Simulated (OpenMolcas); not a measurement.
A run on Cr2+ among 4 point charges of -1.5 e arranged as a square (D4h), 1.79 Å from the ion.

```json
{
 "Program": "OpenMolcas 26.06",
 "Method": "SS-CASPT2, IPEA 0.25 Eh, imaginary shift 0.1 Eh (closed shells correlated: 3s 3p)",
 "Basis": "ANO-RCC-VTZP [6s5p3d2f1g]",
 "Scalar Hamiltonian": "DKH2, point nucleus",
 "Active space": "4 electrons in 5 orbitals (3d)",
 "State averaging": "2S+1 = 5 even, 5 roots; 2S+1 = 3 even, 45 roots; 2S+1 = 1 even, 50 roots",
 "Spin-orbit coupling": "state interaction with AMFI integrals over the reference wave functions"
}
```

First CASPT2 step and the start of its output:

```
&CASPT2
Multistate=5 1 2 3 4 5
NoMult
Frozen=2 3
IPEA=0.25
Imaginary=0.1
MaxIter=60
WThr=0.0 0.3 0.05
PrWF=0.5
NoMix
```

```
--- CASPT2 ---
Orbital specifications:
      -----------------------

      Symmetry species                           1   2
                                                ag  au
      Frozen orbitals                            2   3
      Inactive orbitals                          1   3
      Active orbitals                            5   0
      Secondary orbitals                        22  23
      Deleted orbitals                           0   0
      Number of basis functions                 30  29
Type of calculation                        SS-CASPT2
      Fock operator                              state-specific
      IPEA shift                                 0.25
      Real shift                                 0.00
      Imaginary shift                            0.10
      The input orbitals will be transformed to quasi-canonical
Reference energy:       -1052.5379508298
      E2 (Non-variational):      -0.3917541482
      Shift correction:          -0.0003751781
      E2 (Variational):          -0.3921293263
      Total energy:           -1052.9300801561
      Residual norm:              0.0000001737
      Reference weight:           0.93265
      Contributions to the CASPT2 correlation energy
      Active & Virtual Only:         -0.0544349184
      One Inactive Excited:          -0.1822541441
      Two Inactive Excited:          -0.1550650857
Reference energy:       -1052.5131784353
      E2 (Non-variational):      -0.3871920258
      Shift correction:          -0.0002449272
      E2 (Variational):          -0.3874369531
      Total energy:           -1052.9006153884
      Residual norm:              0.0000002484
      Reference weight:           0.93780
      Contributions to the CASPT2 correlation energy
      Active & Virtual Only:         -0.0505942858
...
```

Over all roots the printed reference weights run from 0.47 to 0.94, and roots that are degenerate in the reference spread by up to 0.32 cm-1.

Q: Did the run give usable levels, and if not, why?

A: No. The equations converged, but the reference weight falls to 0.47 for at least one root against 0.94 for the best. A drop of that size marks an intruder state, so the energies of such roots and the levels built on them can't be trusted.
